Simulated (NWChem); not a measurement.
Lowest excitation of F₄Te

```xyz
5

Te     0.0000     0.0000     0.2957
F     -1.9591     0.0000     0.0885
F      0.0000     1.4691    -0.9429
F      1.9591     0.0000     0.0885
F      0.0000    -1.4691    -0.9429
```
Charge 0, spin multiplicity 1.

All runs are NWChem calculations. Structure: optimised with PBE/def2-SVP with def2 effective core potentials on Te, a minimum by its harmonic frequencies.

Basis set: def2-SVP.

Costs are rough ratios of processor time within this set of runs, SCF included, with TDA-LDA (SVWN5) as 1.

Effective core potentials replace the inner electrons of Te; spin-orbit coupling is left out. The correlated methods keep 8 core orbitals frozen. B3LYP has NWChem's definition, with VWN1-RPA local correlation. The structure started from a generated list of species. Coupled-cluster values serve here as a point of comparison, not as the truth.

```csv
method,lowest vertical singlet excitation energy (eV),relative cost
TDA-LDA (SVWN5),___,1
CIS,___,under 3
TD-PBE,4.85,under 3
TD-B3LYP,___,4
EOM-CCSD,6.11,20
```

### Question
Fill in the missing entries.

### Answer

- TDA-LDA (SVWN5), lowest vertical singlet excitation energy (eV): 4.93
- CIS, lowest vertical singlet excitation energy (eV): 7.21
- TD-B3LYP, lowest vertical singlet excitation energy (eV): 5.37
